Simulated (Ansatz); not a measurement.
Input file for `CO[SiH2][SiH2]O`:

```yaml
crystal:
  periodic: [false, false, false]
  atoms:
    - {symbol: C, position_ang: [-2.076127, 1.456523, -0.670647]}
    - {symbol: O, position_ang: [-1.027843, 0.516538, -0.707470]}
    - {symbol: Si, position_ang: [0.010220, 0.298397, 0.555285]}
    - {symbol: Si, position_ang: [1.485927, -1.382162, -0.136749]}
    - {symbol: O, position_ang: [2.531315, -1.607677, 1.127043]}
    - {symbol: H, position_ang: [-1.694565, 2.476490, -0.543201]}
    - {symbol: H, position_ang: [-2.777345, 1.242342, 0.144613]}
    - {symbol: H, position_ang: [-2.618011, 1.404680, -1.616594]}
    - {symbol: H, position_ang: [0.724847, 1.571621, 0.870988]}
    - {symbol: H, position_ang: [-0.739877, -0.090810, 1.787074]}
    - {symbol: H, position_ang: [2.213844, -0.978365, -1.375212]}
    - {symbol: H, position_ang: [0.750008, -2.639174, -0.460771]}
    - {symbol: H, position_ang: [3.217586, -2.268404, 1.025611]}
basis:
  gaussian: {orbitals: def2-TZVPP}
correlation: {method: ccsd_t}
```

```sh
$ ansatz run in.yaml --threads 2 --pin off --events-out ev --progress --plain --max-ram 20480MiB --backend cuda --devices 0, --max-vram 18GiB
```

Output of Ansatz, abridged:

```
Functional definition: HF
1689 factors; integrals over basis functions are off by at most 1.0e-3 eV
mean field evaluation 1: about -20955.8574 eV, gradient 4.7e1 eV
mean field evaluation 2: about -20956.1976 eV, gradient 4.7e1 eV
mean field evaluation 4: about -20960.7686 eV, gradient 4.2e0 eV
mean field evaluation 8: about -20960.8456 eV, gradient 2.7e-1 eV
mean field -20960.84586434 eV, -770.2968777428 hartree, gradient 6.7e-6 eV, S^2 0.000000; 0 other end points of the search recorded, 0 dependent functions left out
13 core orbitals not correlated: weight in the atoms' cores, before any rotation towards them, 1.000 or more for the frozen orbitals, at most 0.000 for the correlated occupied ones
reference -20960.84586434 eV, -770.2968777428 hartree; 16, 16 occupied and 260, 260 virtual orbitals, 1689 factors
second order -24.44138623 eV of doubles, -0.00000000 eV of singles
cycle   1  -25.09665465 eV  change   -6.6e-1 eV  update   1.1e-1
cycle   2  -25.74495214 eV  change   -6.5e-1 eV  update   3.2e-2
cycle   3  -25.88126983 eV  change   -1.4e-1 eV  update   1.6e-2
cycle   4  -25.86716524 eV  change    1.4e-2 eV  update   3.3e-3
cycle   5  -25.86685455 eV  change    3.1e-4 eV  update   1.4e-3
cycle   6  -25.86728396 eV  change   -4.3e-4 eV  update   3.8e-4
cycle   7  -25.86698287 eV  change    3.0e-4 eV  update   1.5e-4
cycle   8  -25.86695104 eV  change    3.2e-5 eV  update   4.9e-5
cycle   9  -25.86697203 eV  change   -2.1e-5 eV  update   1.9e-5
perturbative correction -0.90401254 eV, -0.0332218481 hartree
Total energy: -20987.61684890 eV, -771.2806932796 hartree
```

Run time 3 s (2 threads of an AMD EPYC 7R13 on a shared host and a share of an NVIDIA H100 80 GB); peak host memory 0.83 GiB.

MP2 recovers 91.3 % of the CCSD(T) correlation energy and the triples give 3.4 %; T1 = 0.0115.
